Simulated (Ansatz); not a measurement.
Ba2Se2⁺. Total charge 1; doublet. Geometry PBE-D4/def2-SVP, that of the neutral singlet.

Cartesian coordinates in Å:
```
Ba 1.9405 0.6047 0.3697
Ba -1.9448 -0.5892 -0.3721
Se 0.4462 -0.1911 -2.0293
Se -0.4419 0.1755 2.0317
```

In the def2 sets Ba takes a core potential; there is no spin–orbit coupling. At PBE-D4/def2-TZVP the gap within one spin of the charge 1 doublet nearly closes, so an electron or hole may be smeared out by delocalisation error. The structure comes from a short search, and lower isomers may exist.

Problem. Estimate the α-spin orbital energies around the gap (eV) in Ansatz with PBE-D4/def2-TZVP, r2SCAN-D4/def2-TZVP, PBE0-D4/def2-TZVP.

Solution. 
| orbital | PBE-D4/def2-TZVP | r2SCAN-D4/def2-TZVP | PBE0-D4/def2-TZVP |
| --- | --- | --- | --- |
| HOMO−5 | -9.27 | -9.53 | -10.37 |
| HOMO−4 | -9.19 | -9.41 | -10.23 |
| HOMO−3 | -9.15 | -9.32 | -10.22 |
| HOMO−2 | -9.03 | -9.16 | -10.05 |
| HOMO−1 | -8.90 | -9.07 | -9.95 |
| HOMO | -8.72 | -8.87 | -9.72 |
| LUMO | -5.41 | -4.82 | -4.75 |
| LUMO+1 | -4.92 | -4.25 | -4.27 |
| LUMO+2 | -4.62 | -4.23 | -3.87 |
| LUMO+3 | -4.61 | -4.18 | -3.85 |
| LUMO+4 | -4.58 | -4.13 | -3.84 |
| LUMO+5 | -4.28 | -3.71 | -3.68 |
| β HOMO | -8.58 | -8.62 | -9.00 |
| β LUMO | -8.49 | -8.43 | -7.88 |
